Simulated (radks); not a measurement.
The numbers below are computed, except where a source is named.
Correlation energies from several functionals, in hartree. Species: Be3+ 1s1; Cs [Xe] 6s1. Code: a radial shooting solver on a logarithmic mesh with Libxc functionals. Model: non-relativistic Kohn-Sham, LDA (Slater exchange, Perdew-Wang correlation), spin-polarised, spherical densities, point nucleus. Every spin shell is full or empty, so the densities are truly spherical. Functionals are evaluated on that one density, not self-consistently.

| functional | Be3+ | Cs |
|---|---|---|
| PW92 | -0.037597 | -5.2582 |
| PZ | -0.037755 | -5.2588 |
| PBEsol | -0.0086617 | -3.3406 |
| LYP | 0 | -2.7812 |
| OP (B88) | 0 | -2.6999 |
| SCAN | 0 | -2.9549 |
| r2SCAN | 0 | -2.9740 |
| Tao-Mo | 0 | -2.8561 |
